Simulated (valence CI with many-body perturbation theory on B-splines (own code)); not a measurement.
The numbers below are computed, except where a source is named.
## Energy levels of Mo²⁰⁺

Level of theory: valence CI with perturbative core correlation (CI+MBPT): four valence electrons over a frozen Dirac-Fock core [Ar], radial functions for each j: 9 s, 9 p, 10 d, 8 f, 5 g, 3 h, 1 i, with the one-electron correlation potential Σ1, the two-electron term Σ2, the three-electron term Σ3, Breit, model QED; selected CI, second order for the rest (own B-spline code, finite nucleus).

No measured spectrum was set against this ion. As an estimate, terms of the open shell hold to 2 to 4 % of their energy, and close levels can change places. Core correlation moves these levels by up to 9600 cm⁻¹, and in measured spectra 5 to 20 % of such shifts remained as error; rates that hang on mixing are uncertain with them. Only levels of the ground parity were solved; by the run's estimate the other parity begins above the list, which can be wrong where configurations are misplaced.

Levels 1 to 34 of 34, with energies above the lowest level, 3d4 5D_0. "Leading %" is the weight of the configuration and term that name the level; weights of strongly mixed levels are sums over their largest components and can fall short. In the jj column 3d3/2^4 stands for four electrons in 3d with j = 3/2.

| No. | Configuration | Term | J | E (eV) | Leading % | g | Leading jj |
| --- | --- | --- | --- | --- | --- | --- | --- |
| 1 | 3d4 | 5D | 0 | 0.000 | 78 |  | 3d3/2^4 (63 %) |
| 2 | 3d4 | 5D | 1 | 1.266 | 90 | 1.497 | 3d3/2^3 3d5/2 (78 %) |
| 3 | 3d4 | 5D | 2 | 2.584 | 95 | 1.486 | 3d3/2^2 3d5/2^2 (63 %) |
| 4 | 3d4 | 5D | 3 | 3.774 | 94 | 1.476 | 3d3/2^2 3d5/2^2 (53 %) |
| 5 | 3d4 | 5D | 4 | 4.774 | 85 | 1.456 | 3d3/2^2 3d5/2^2 (41 %) |
| 6 | 3d4 | 3P | 0 | 8.680 | 65 |  | 3d3/2^2 3d5/2^2 (56 %) |
| 7 | 3d4 | 3H | 4 | 9.738 | 59 | 0.931 | 3d3/2^3 3d5/2 (64 %) |
| 8 | 3d4 | 3G | 3 | 11.678 | 58 | 0.900 | 3d3/2^2 3d5/2^2 (51 %) |
| 9 | 3d4 | 3P | 1 | 11.758 | 85 | 1.428 | 3d3/2^2 3d5/2^2 (54 %) |
| 10 | 3d4 | 3H | 5 | 11.769 | 80 | 1.065 | 3d3/2^2 3d5/2^2 (97 %) |
| 11 | 3d4 | 3F | 2 | 12.131 | 82 | 0.742 | 3d3/2^2 3d5/2^2 (54 %) |
| 12 | 3d4 | 3H | 6 | 12.692 | 82 | 1.135 | 3d3/2^2 3d5/2^2 (81 %) |
| 13 | 3d4 | 3F | 4 | 13.717 | 34 | 1.069 | 3d3/2^2 3d5/2^2 (47 %) |
| 14 | 3d4 | 3P | 2 | 14.602 | 62 | 1.356 | 3d3/2^2 3d5/2^2 (66 %) |
| 15 | 3d4 | 3G | 4 | 14.669 | 41 | 1.087 | 3d3/2^2 3d5/2^2 (77 %) |
| 16 | 3d4 | 3F | 3 | 15.380 | 62 | 0.993 | 3d3/2 3d5/2^3 (62 %) |
| 17 | 3d4 | 3D | 3 | 16.474 | 80 | 1.260 | 3d3/2^2 3d5/2^2 (42 %) |
| 18 | 3d4 | 3G | 5 | 16.662 | 80 | 1.164 | 3d3/2 3d5/2^3 (97 %) |
| 19 | 3d4 | 3D | 2 | 17.428 | 37 | 1.176 | 3d3/2 3d5/2^3 (51 %) |
| 20 | 3d4 | 1I | 6 | 18.019 | 82 | 1.027 | 3d3/2 3d5/2^3 (81 %) |
| 21 | 3d4 | 3D | 1 | 18.183 | 92 | 0.579 | 3d3/2 3d5/2^3 (68 %) |
| 22 | 3d4 | 1G | 4 | 20.251 | 54 | 1.053 | 3d5/2^4 (53 %) |
| 23 | 3d4 | 1S | 0 | 20.345 | 81 |  | 3d3/2 3d5/2^3 (74 %) |
| 24 | 3d4 | 1D | 2 | 21.833 | 49 | 1.072 | 3d3/2^2 3d5/2^2 (56 %) |
| 25 | 3d4 | 1F | 3 | 23.024 | 74 | 1.036 | 3d3/2 3d5/2^3 (70 %) |
| 26 | 3d4 | 3P | 2 | 25.519 | 84 | 1.395 | 3d3/2^2 3d5/2^2 (56 %) |
| 27 | 3d4 | 3F | 4 | 26.420 | 84 | 1.210 | 3d3/2^2 3d5/2^2 (70 %) |
| 28 | 3d4 | 3F | 2 | 27.356 | 80 | 0.755 | 3d3/2^2 3d5/2^2 (38 %) |
| 29 | 3d4 | 3F | 3 | 27.785 | 83 | 1.071 | 3d3/2 3d5/2^3 (94 %) |
| 30 | 3d4 | 3P | 1 | 28.314 | 99 | 1.488 | 3d3/2 3d5/2^3 (90 %) |
| 31 | 3d4 | 3P | 0 | 29.634 | 93 |  | 3d5/2^4 (55 %) |
| 32 | 3d4 | 1G | 4 | 30.237 | 86 | 1.027 | 3d3/2 3d5/2^3 (79 %) |
| 33 | 3d4 | 1D | 2 | 38.114 | 97 | 0.998 | 3d3/2^2 3d5/2^2 (48 %) |
| 34 | 3d4 | 1S | 0 | 48.359 | 97 |  | 3d3/2^2 3d5/2^2 (55 %) |

Names give the largest LS component (configuration and term), which can be under half, so a name can repeat, a term be missing and a line seem to break the LS rules; names also repeat where a configuration has a term twice.

The ionisation energy to 3d3 4F_3/2 of the next ion comes out as 890.39 eV (NIST: 890 ± 4 eV (theoretical)). All 34 levels together are meant to be complete up to 50.289 eV.
